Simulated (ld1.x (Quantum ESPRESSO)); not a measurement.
Scattering properties, TM semilocal potential for scandium (Sc)

| Item | Value |
| --- | --- |
| Element | Sc |
| Generator | ld1.x (Quantum ESPRESSO) 7.5 |
| Type | norm-conserving Troullier–Martins (semilocal form) |
| Functional | LDA (PZ) |
| Relativity | scalar-relativistic |
| Frozen core | [Ne] |
| Valence charge | 11 |
| Reference configuration | 3s2 3p6 3d1 4s1 4p1 |
| Partial waves | 3s (bound): rc 2.12 bohr; 3p (bound): rc 1.35 bohr; 3d (bound): rc 1.80 bohr |
| Local potential | the d channel |
| Core correction | none |

Occupied shells without a wave of their own: 4p, 4s. They enter only through the test configuration that unscreens the potential.

The phase is arctan(r·u′/u) with u = r·R(r), unwrapped; energies in Ry, scanned from -6 to 5 Ry. A pole is an energy at which the radial function vanishes at the test radius. The pseudo phase is shifted by a multiple of π to meet the all-electron one at the reference energy, and phase errors are pseudo minus all-electron; the curves can meet again beyond the range given. Levels narrower than the energy grid can be missing from the lists of poles.

Question: For each channel, where are the poles, and over which energies does the pseudopotential scatter like the atom?

Answer:

```tsv
channel	radius (bohr)	reference energy (Ry)	poles, all-electron	poles, pseudo	unbroken range about the reference energy with phases within 0.05 rad	phase error 1 Ry above the reference energy (rad)
s	2.31	-4.12	-3.99, 4.34	-3.99, 2.53	below -1.6	-0.009
p	2.31	-2.56	-2.34	-2.34	below 1.3	-0.000
d	2.31	-0.34	0.24	0.25	below 1.7	+0.011
```

The potential misses its own reference levels by up to 1.2 eV, so it is not fit for use.

Phases in the s channel:

```csv
E (Ry),all-electron,pseudo
-6.00,1.356,1.354
-5.48,1.334,1.331
-4.96,1.292,1.288
-4.44,1.103,1.094
-3.92,-1.625,-1.627
-3.40,-1.757,-1.764
-2.88,-1.808,-1.819
-2.36,-1.852,-1.872
-1.84,-1.905,-1.941
-1.32,-1.978,-2.053
-0.80,-2.096,-2.277
-0.28,-2.319,-2.863
0.24,-2.814,-3.851
0.76,-3.632,-4.331
1.28,-4.158,-4.523
1.80,-4.394,-4.625
2.32,-4.516,-4.691
2.84,-4.592,-4.741
3.36,-4.644,-4.786
3.88,-4.684,-4.830
4.40,-4.716,-4.881
4.92,-4.745,-4.948
```
